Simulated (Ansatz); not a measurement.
Cost and result for the atomization energy of C₂H₆SSi, SMILES `[SiH3]CC=S` (10 atoms, 9 bonds).

Z-matrix (Å, degrees):
```
Si
C 1 1.901
H 1 1.482 2 109.2
H 1 1.486 2 108.7 3 -120.4
H 1 1.486 2 109.5 3 120.2
C 2 1.471 1 109.3 3 -64.8
H 2 1.095 1 106.6 3 174.6
H 2 1.092 1 107.4 3 56.4
S 6 1.614 2 126.3 1 96.4
H 6 1.094 2 114.7 1 -80.9
```

Charge 0, multiplicity 1. The structure was optimised at the PBE0-D4/def2-TZVP level. It is one conformer, not always the lowest. Program: Ansatz. All runs use 2 threads of an Arm Neoverse V1 on a shared host. Times are those of one run each, without the atoms' runs, and a repeat can differ threefold. Electronic energies, without spin–orbit coupling; frozen cores. CCSD(T)/CBS adds CCSD(T) − MP2 in def2-TZVPP to the MP2 limit, and its time is that of the two runs behind it. T1 = 0.016; the RHF reference is unstable towards UHF.

CCSD(T)/CBS is a level of theory with its own doubt, some kJ/mol a heavy atom from the limit and from the frozen cores, so smaller differences don't rank the functionals.

```tsv
level	functions	atomization (kcal/mol)	difference from CCSD(T)/CBS	per bond
CCSD(T)/def2-TZVPP	230	815.3	-21.1	-2.3
CCSD(T)/CBS(def2)	–	836.4	0.0	0.0
revPBE-D4/def2-TZVPP	230	832.4	-4.0	-0.4
B2PLYP/def2-TZVPP	230	826.7	-9.7	-1.1
CCSD(T)/def2-SVP	94	790.5	-45.9	-5.1
B97M-V/def2-TZVPP	230	841.7	5.3	0.6
MP2/def2-QZVPP	434	834.8	-1.6	-0.2
LDA (SPW92)/def2-TZVPP	230	947.9	111.5	12.4
PBE0-D4/def2-TZVPP	230	837.3	0.9	0.1
CAM-B3LYP-D4/def2-TZVPP	230	836.9	0.5	0.1
ωB97X-V/def2-TZVPP	230	839.4	3.0	0.3
r2SCANh-D4/def2-TZVPP	230	834.6	-1.8	-0.2
BLYP-D4/def2-TZVPP	230	833.4	-3.0	-0.3
```

(1) Order the runs by time, with rough figures. (Best estimate.)

## Answers

(1) The calculation gave: LDA (SPW92)/def2-TZVPP 2 s; revPBE-D4/def2-TZVPP 3.2 s; BLYP-D4/def2-TZVPP 3.3 s; CCSD(T)/def2-SVP 4.3 s; PBE0-D4/def2-TZVPP 4.8 s; CAM-B3LYP-D4/def2-TZVPP 5.5 s; r2SCANh-D4/def2-TZVPP 8.5 s; B2PLYP/def2-TZVPP 9 s; ωB97X-V/def2-TZVPP 13 s; B97M-V/def2-TZVPP 15 s; MP2/def2-QZVPP 34 s; CCSD(T)/def2-TZVPP 120 s; CCSD(T)/CBS(def2) 2.5 min.

At CCSD(T), def2-SVP lies −45.9 kcal/mol from the extrapolated value and def2-TZVPP −21.1 kcal/mol: correlation converges slowly with the basis, and small sets miss more of it in the bonded molecule than in its fragments. From BLYP to BHLYP (50 % exact exchange), in def2-TZVPP and without D4, the atomization energy moves by −11.7 kcal/mol: exact exchange takes away binding that semilocal exchange gives to molecules. In def2-TZVPP, CCSD(T) changes the Hartree–Fock value by +199.0 kcal/mol (the triples alone add +12.9 kcal/mol) and MP2 by +206.0 kcal/mol; breaking electron pairs costs correlation energy, which Hartree–Fock lacks.
